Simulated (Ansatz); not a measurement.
Reaction (redistribution): `[F][In]([F])[SiH3]` + `FBN[SiH3]` → `[F][InH][SiH3]` + `FB(F)N[SiH3]`

Program: Ansatz. Geometries: PBE0-D4/def2-TZVP. ΔE: electronic, gas phase. CCSD(T)/CBS adds triple-zeta CCSD(T) − MP2 to the extrapolated MP2 energy (def2 sets, frozen cores). DFT in def2-TZVPP. def2 core potentials past Kr. For In outer-core shells are correlated without core-valence functions, which leaves a few kJ/mol of doubt a bond. One conformer a species, not always the lowest.

`[F][In]([F])[SiH3]`:

Z-matrix (Å, degrees):
```
Si
In 1 2.541
H 1 1.482 2 108.7
H 1 1.483 2 107.5 3 -119.7
H 1 1.482 2 108.5 3 120.7
F 2 1.944 1 127.2 3 25.4
F 2 1.944 1 126.9 3 -155.2
```

`FBN[SiH3]`:

```xyz
9

F     1.470   -1.136   -0.976
B     1.548   -0.171   -0.052
N     0.356    0.402    0.408
Si   -1.262   -0.018   -0.107
H     2.628    0.161    0.340
H     0.445    1.126    1.104
H    -1.436    0.221   -1.561
H    -1.562   -1.440    0.187
H    -2.187    0.856    0.657
```

`[F][InH][SiH3]`:

```xyz
7

F    -2.138    0.860   -1.375
In   -1.095    0.822    0.293
Si    0.974   -0.646   -0.041
H    -1.878    1.782    1.477
H     1.790   -0.093   -1.153
H     0.541   -2.025   -0.391
H     1.806   -0.700    1.190
```

`FB(F)N[SiH3]`:

```xyz
9

F     2.550    0.077    1.036
B     1.271   -0.223    0.844
F     0.712   -1.091    1.683
N     0.520    0.342   -0.197
Si   -1.160    0.031   -0.555
H     1.008    0.993   -0.792
H    -1.480    0.820   -1.770
H    -1.387   -1.411   -0.814
H    -2.033    0.461    0.566
```

(1) Is it downhill or uphill in electronic energy at CCSD(T)/CBS, and by how much? (Estimate.)

(2) What do these levels give: PBE-D4, BLYP-D4, r2SCAN-D4, BHLYP-D4, revPBE, PBE0, BHLYP, RPA@PBE/def2-TZVPP, HF/def2-SVP, MP2/def2-SVP, SCS-MP2/def2-TZVPP, HF/def2-QZVPP? (Estimate.)

Largest T1 diagnostic among the species: 0.016.

## Answers

(1) Ansatz gave: Downhill: ΔE = -15.3 kcal/mol.

(2) Ansatz gave: PBE-D4 -15.5, BLYP-D4 -14.0, r2SCAN-D4 -17.0, BHLYP-D4 -18.2, revPBE -14.1, PBE0 -17.7, BHLYP -18.1, RPA@PBE/def2-TZVPP -17.1, HF/def2-SVP -22.0, MP2/def2-SVP -18.3, SCS-MP2/def2-TZVPP -16.2, HF/def2-QZVPP -18.9 kcal/mol.

From r2SCAN to r2SCAN0 (25 % exact exchange), in def2-TZVPP and without D4, ΔE moves by −2.0 kcal/mol. In def2-TZVPP, CCSD(T) changes the Hartree–Fock value by +1.7 kcal/mol (the triples alone add +0.7 kcal/mol) and MP2 by +2.9 kcal/mol. Leaving LDA and LC-ωPBE aside and taking each functional with its dispersion term where it has one, the values, not all of them listed here, spread over 5.3 kcal/mol, from B97M-V to BLYP-D4. LDA lies −5.1 kcal/mol from PBE without D4.
